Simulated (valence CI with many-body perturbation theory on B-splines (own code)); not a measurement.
E1 line list for Sr³²⁺

Calculated by relativistic CI+MBPT: four valence electrons over a frozen Dirac-Fock core [He], radial functions for each j: 11 s, 11 p, 9 d, 7 f, 5 g, 2 h, 1 i, with the one-electron correlation potential Σ1 (screened to all orders), the two-electron term Σ2, the three-electron term Σ3, Breit, model QED; selected single and double excitations, second order for the rest (own B-spline code, finite nucleus).

No measured spectrum was set against this ion. As an estimate, large intervals hold to a few tenths of a per cent, small ones and those within an open d or f shell to about a per cent. Among the levels kept, up to 290 cm⁻¹ of a level comes from second order outside the variational space, and about a tenth of that is noise between levels of different J, which matters for small intervals.

Lines 51 to 100 of 244 in falling wavelength, among levels below 2580.7 eV, chosen from the strongest by gf and those to the six lowest levels. Wavelengths and rates use the calculated energies. Electric multipoles are in the length gauge, E1 and E2 with the static RPA response of the core. Weak lines are less certain than strong ones. Lines between different terms over intervals too small for the method are left out, as are lines whose strength nearly cancels. The highest levels of a list are the least certain.

Levels are named by their leading jj configuration (3d3/2^4 stands for four electrons in 3d with j = 3/2), which in mixed levels can hold well under half, so a name can repeat and another be missing. Letters in brackets count levels of one name in rising energy.

```
λ vac (nm)                           Upper                       Lower   A (s⁻¹)  S (a.u.) with core polarisation  S without
     8.032             (2p1/2 2p3/2^3) J=2            (2s 2p3/2^3) J=2  3.95e+10                         5.05e-02   5.06e-02
     7.748      (2s 2p1/2 2p3/2^2) J=1 [b]          (2s^2 2p3/2^2) J=2  3.46e+09                         2.38e-03   2.39e-03
     7.494      (2s 2p1/2 2p3/2^2) J=2 [a]      (2s^2 2p1/2 2p3/2) J=2  1.02e+09                         1.06e-03   1.07e-03
     7.426           (2p1/2^2 2p3/2^2) J=2      (2s 2p1/2 2p3/2^2) J=3  4.20e+10                         4.25e-02   4.26e-02
     7.340             (2s 2p3/2^2 3s) J=3         (2s^2 2p3/2 3s) J=2  2.31e+10                         3.16e-02   3.17e-02
     7.030      (2s 2p1/2 2p3/2^2) J=2 [a]      (2s^2 2p1/2 2p3/2) J=1  2.60e+10                         2.23e-02   2.23e-02
     6.719          (2s 2p1/2 2p3/2^2) J=3      (2s^2 2p1/2 2p3/2) J=2  1.78e+10                         1.86e-02   1.87e-02
     6.548             (2p1/2 2p3/2^3) J=1  (2s 2p1/2 2p3/2^2) J=1 [b]  6.55e+10                         2.72e-02   2.73e-02
     6.143  (2s 2p1/2 2p3/2 3p3/2) J=3 [c]      (2s^2 2p1/2 3p3/2) J=2  5.91e+10                         4.73e-02   4.75e-02
     6.055  (2s 2p1/2 2p3/2 3d3/2) J=3 [c]      (2s^2 2p1/2 3d3/2) J=2  4.82e+10                         3.69e-02   3.70e-02
     6.032                   (2p3/2^4) J=0            (2s 2p3/2^3) J=1  2.82e+11                         3.06e-02   3.06e-02
     6.028  (2s 2p1/2 2p3/2 3p3/2) J=2 [c]      (2s^2 2p1/2 3p3/2) J=1  6.32e+10                         3.42e-02   3.43e-02
     6.008  (2s 2p1/2 2p3/2 3p1/2) J=2 [c]      (2s^2 2p1/2 3p1/2) J=1  6.46e+10                         3.46e-02   3.47e-02
     5.971     (2s 2p1/2 2p3/2 3s) J=2 [c]         (2s^2 2p1/2 3s) J=1  5.88e+10                         3.09e-02   3.10e-02
     5.967                (2s 2p3/2^3) J=2          (2s^2 2p3/2^2) J=2  1.01e+11                         5.28e-02   5.30e-02
     5.899  (2s 2p1/2 2p3/2 3p1/2) J=1 [c]      (2s^2 2p1/2 3p1/2) J=0  7.66e+10                         2.33e-02   2.33e-02
     5.891  (2s 2p1/2 2p3/2 3p1/2) J=1 [b]      (2s^2 2p1/2 3p1/2) J=1  9.50e+10                         2.88e-02   2.88e-02
     5.867             (2p1/2 2p3/2^3) J=2  (2s 2p1/2 2p3/2^2) J=2 [b]  8.81e+10                         4.39e-02   4.40e-02
     5.855  (2s 2p1/2 2p3/2 3p3/2) J=2 [d]      (2s^2 2p1/2 3p3/2) J=2  8.91e+10                         4.42e-02   4.43e-02
     5.848  (2s 2p1/2 2p3/2 3p3/2) J=1 [c]      (2s^2 2p1/2 3p3/2) J=1  7.53e+10                         2.23e-02   2.24e-02
     5.785     (2s 2p1/2 2p3/2 3s) J=1 [c]         (2s^2 2p1/2 3s) J=1  8.85e+10                         2.54e-02   2.55e-02
     5.748  (2s 2p1/2 2p3/2 3p3/2) J=1 [d]      (2s^2 2p1/2 3p3/2) J=2  1.25e+11                         3.50e-02   3.51e-02
     5.742          (2s 2p1/2^2 2p3/2) J=1          (2s^2 2p1/2^2) J=0  7.99e+10                         2.24e-02   2.25e-02
     5.700                (2s 2p3/2^3) J=1          (2s^2 2p3/2^2) J=0  5.16e+10                         1.41e-02   1.42e-02
     5.684          (2s 2p1/2 2p3/2^2) J=0      (2s^2 2p1/2 2p3/2) J=1  8.44e+10                         7.65e-03   7.67e-03
     5.679         (2s 2p3/2^2 3s) J=1 [a]         (2s^2 2p3/2 3s) J=2  1.18e+11                         3.20e-02   3.21e-02
     5.671         (2s 2p3/2^2 3s) J=1 [b]         (2s^2 2p3/2 3s) J=1  1.67e+11                         4.51e-02   4.52e-02
     5.599         (2s 2p3/2^2 3s) J=2 [b]         (2s^2 2p3/2 3s) J=2  1.35e+11                         5.86e-02   5.87e-02
     5.569      (2s 2p1/2 2p3/2^2) J=2 [b]      (2s^2 2p1/2 2p3/2) J=2  1.31e+11                         5.59e-02   5.61e-02
     5.513      (2s 2p1/2 2p3/2^2) J=1 [a]      (2s^2 2p1/2 2p3/2) J=1  1.17e+11                         2.90e-02   2.91e-02
     5.348      (2s 2p1/2 2p3/2^2) J=1 [b]      (2s^2 2p1/2 2p3/2) J=2  1.68e+11                         3.82e-02   3.83e-02
     5.308      (2s 2p1/2 2p3/2^2) J=2 [b]      (2s^2 2p1/2 2p3/2) J=1  2.86e+09                         1.06e-03   1.06e-03
     5.107      (2s 2p1/2 2p3/2^2) J=1 [b]      (2s^2 2p1/2 2p3/2) J=1  3.14e+10                         6.19e-03   6.21e-03
     5.100                (2s 2p3/2^3) J=1          (2s^2 2p3/2^2) J=2  2.01e+11                         3.95e-02   3.96e-02
     4.844           (2p1/2^2 2p3/2^2) J=2      (2s 2p1/2^2 2p3/2) J=2  4.18e+10                         1.17e-02   1.18e-02
     4.434                (2s 2p3/2^3) J=2      (2s^2 2p1/2 2p3/2) J=2  1.16e+10                         2.50e-03   2.50e-03
     4.291      (2s 2p1/2 2p3/2^2) J=1 [a]          (2s^2 2p1/2^2) J=0  7.32e+09                         8.56e-04   8.59e-04
     4.041      (2s 2p1/2 2p3/2^2) J=1 [b]          (2s^2 2p1/2^2) J=0  1.11e+10                         1.09e-03   1.09e-03
     3.805                (2s 2p3/2^3) J=1      (2s^2 2p1/2 2p3/2) J=1  1.59e+10                         1.29e-03   1.30e-03
    0.5716          (2s^2 2p1/2 3p3/2) J=1      (2s 2p1/2^2 2p3/2) J=2  5.17e+11                         1.43e-04   1.42e-04
    0.5690         (2s 2p3/2^2 3s) J=2 [a]            (2s 2p3/2^3) J=2  8.50e+12                         3.86e-03   3.85e-03
    0.5672             (2s^2 2p3/2 3s) J=1          (2s^2 2p3/2^2) J=0  4.18e+12                         1.13e-03   1.13e-03
    0.5669         (2s 2p3/2^2 3s) J=1 [b]            (2s 2p3/2^3) J=1  9.55e+12                         2.58e-03   2.57e-03
    0.5636     (2s 2p1/2 2p3/2 3s) J=2 [b]      (2s 2p1/2 2p3/2^2) J=3  7.81e+12                         3.45e-03   3.44e-03
    0.5635     (2s 2p1/2 2p3/2 3s) J=1 [a]  (2s 2p1/2 2p3/2^2) J=2 [a]  1.02e+13                         2.70e-03   2.69e-03
    0.5625             (2s^2 2p1/2 3s) J=1      (2s^2 2p1/2 2p3/2) J=2  8.09e+12                         2.13e-03   2.12e-03
    0.5622             (2s 2p1/2^2 3s) J=1      (2s 2p1/2^2 2p3/2) J=2  8.31e+12                         2.18e-03   2.18e-03
    0.5618             (2s^2 2p3/2 3s) J=2          (2s^2 2p3/2^2) J=2  4.51e+12                         1.97e-03   1.97e-03
    0.5607             (2s^2 2p3/2 3s) J=1          (2s^2 2p3/2^2) J=2  1.00e+13                         2.62e-03   2.61e-03
    0.5602             (2s^2 2p1/2 3s) J=0      (2s^2 2p1/2 2p3/2) J=1  1.08e+13                         9.42e-04   9.38e-04
```
